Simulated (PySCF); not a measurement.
1-hydroxysilylpropan-2-one (C3H8O2Si), SMILES C([SiH2]O)C(=O)C.

Geometry: r2SCAN-D4/def2-SVP. One conformer was computed; it need not be the lowest.

Level of theory: TDA-B3LYP/def2-SVPD (PySCF).

Vertical excitations. Gas-phase values at a fixed geometry.

Computed UV-visible absorptions:
```json
[
 {"state": "S1", "energy (eV)": "4.50", "λ (nm)": "276", "f": "0.003", "main pairs": "HOMO→LUMO 97 %"},
 {"state": "S2", "energy (eV)": "6.07", "λ (nm)": "204", "f": "0.007", "main pairs": "HOMO−1→LUMO 98 %"},
 {"state": "S3", "energy (eV)": "6.70", "λ (nm)": "185", "f": "0.024", "main pairs": "HOMO→LUMO+1 96 %"},
 {"state": "S4", "energy (eV)": "6.86", "λ (nm)": "181", "f": "0.104", "main pairs": "HOMO−2→LUMO 87 %"},
 {"state": "S5", "energy (eV)": "6.97", "λ (nm)": "178", "f": "0.012", "main pairs": "HOMO→LUMO+2 92 %"},
 {"state": "S6", "energy (eV)": "7.41", "λ (nm)": "167", "f": "0.015", "main pairs": "HOMO−1→LUMO+2 72 %, HOMO−1→LUMO+1 25 %"},
 {"state": "S7", "energy (eV)": "7.53", "λ (nm)": "165", "f": "0.018", "main pairs": "HOMO−1→LUMO+1 70 %, HOMO−1→LUMO+2 25 %"},
 {"state": "S8", "energy (eV)": "7.70", "λ (nm)": "161", "f": "0.024", "main pairs": "HOMO→LUMO+3 70 %, HOMO−3→LUMO 24 %"},
 {"state": "S9", "energy (eV)": "7.79", "λ (nm)": "159", "f": "0.008", "main pairs": "HOMO−3→LUMO 42 %, HOMO→LUMO+3 24 %, HOMO→LUMO+4 18 %"},
 {"state": "S10", "energy (eV)": "7.87", "λ (nm)": "157", "f": "0.005", "main pairs": "HOMO→LUMO+4 76 %"},
 {"state": "T1", "energy (eV)": "3.96", "λ (nm)": "313", "f": "0", "main pairs": "HOMO→LUMO 97 %"},
 {"state": "T2", "energy (eV)": "5.52", "λ (nm)": "225", "f": "0", "main pairs": "HOMO−1→LUMO 47 %, HOMO−2→LUMO 24 %, HOMO−3→LUMO 15 %, HOMO−5→LUMO 8 %"},
 {"state": "T3", "energy (eV)": "6.21", "λ (nm)": "200", "f": "0", "main pairs": "HOMO−1→LUMO 52 %, HOMO−2→LUMO 20 %, HOMO−3→LUMO 14 %, HOMO−5→LUMO 8 %"},
 {"state": "T4", "energy (eV)": "6.60", "λ (nm)": "188", "f": "0", "main pairs": "HOMO→LUMO+1 87 %"}
]
```
Triplets are in the Tamm–Dancoff approximation.
